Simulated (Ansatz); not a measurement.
```xyz
10

C    -0.0015   -0.0449   -0.7394
C     0.0300   -0.0285    0.7588
C    -0.0154    1.1193   -1.4307
C     0.0322   -1.0835    1.5009
H    -0.0017   -0.9441   -1.2572
H    -0.0422    0.9861    1.1942
H    -0.0270    1.0595   -2.6108
H    -0.0049    2.1502   -0.9932
H    -0.0278   -1.1014    2.5454
H     0.0175   -2.0878    0.9793
```

Basis set: 6-31G (spherical functions). Frozen core: 4 orbitals. Charge 0, multiplicity 1.

Computed with Ansatz (development build ahead of 0.2.0); each method stands on the lowest determinant of its kind that the runs found. Restricted open shells among the atoms or ions are ROHF, correlated in semicanonical orbitals with singles.

The atomization energy at this shape (free ground-state atoms in the same class of orbitals less the molecule, no zero-point energy) of singlet C4H6:

```json
{"method": "RHF", "atomization energy": "3016.7 kJ/mol"}
```

What does RHF-MP2 give?

3691.7 kJ/mol.

This basis has no polarisation functions and is too small for such energies, which can lie far from measured ones in either direction.
